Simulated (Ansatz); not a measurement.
Ideal-gas functions of `BC(=C)O` at 298.15 K and 1 bar, from an Ansatz frequency run at PBE0-D4/def2-TZVP.

Molar mass 55.87 g/mol, point group Cs (symmetry number 1), electronic degeneracy 1, moments of inertia 48.515, 52.206, 100.721 u Å². Harmonic wavenumbers (cm⁻¹, unscaled): 184, 344, 417, 455, 488, 758, 847, 876, 940, 994, 997, 1201, 1260, 1370, 1429, 1673, 2573, 2677, 3166, 3278, 3868.

Use S(trans) = R[1.5 ln M + 2.5 ln T − 1.1517]; rotational temperatures θ = 24.2544 K / I; S(rot) = R[ln(√π/σ · √(T³/θAθBθC)) + 1.5]; for each mode x = 1.438777 ν̃/T, S = R[x/(eˣ − 1) − ln(1 − e⁻ˣ)] and H = RT x/(eˣ − 1); 1 cm⁻¹ = 0.0119627 kJ/mol; R = 8.31446 J/(mol·K).

Question: By hand: the entropy, in J/(mol·K).

Answer: Translation 159.0. Rotation: θ = 0.4999, 0.4646, 0.2408 K, giving 100.3. Vibration, mode by mode: 9.57, 4.99, 3.77, 3.27, 2.88, 1.02, 0.72, 0.64, 0.50, 0.40, 0.40, 0.17, 0.13, 0.09, 0.07, 0.02, 0.00, 0.00, 0.00, 0.00, 0.00, in all 28.7. Electronic 0.0. Sum 288.0 J/(mol·K).

Question: By hand: H − E and G − E in kJ/mol, counted from the electronic energy.

Answer: Zero-point energy ½ × 29795 × 0.0119627 = 178.2; thermal vibration 5.6; translation, rotation and pV give 4 RT = 9.9. H − E = 193.7 kJ/mol, and G − E = 193.7 − 298.15 × 288.0/1000 = 107.8 kJ/mol.

Vibration gives 10 % of the entropy. The sum counts one conformer and one mirror image; others add a mixing term.
